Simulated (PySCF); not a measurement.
This script is equivalent to a calculation on F (fluorine, neutral).

```python
from pyscf import gto, scf, dft, mp, cc
import basis_set_exchange as bse
mol = gto.M(atom="F 0 0 0", charge=0, spin=1, symmetry="D2h",
            basis=gto.basis.parse(bse.get_basis("x2c-TZVPPall", elements=["F"], fmt="nwchem")),
            nucmod="G")
mf = dft.UKS(mol, xc="R2SCAN").sfx2c1e()
mf.irrep_nelec = {'Ag': (2, 2), 'B1u': (1, 1), 'B2u': (1, 1), 'B3u': (1, 0)}
mf.kernel()
```

(1) What total energy does it give?

(2) Which occupied shell lies highest, and where?

(3) What is ⟨S²⟩, and what would a pure spin state give?

Answers

(1) -99.816 hartree (calculated).

(2) 2p β, at -10.666 eV.

(3) 0.752, against 0.75.
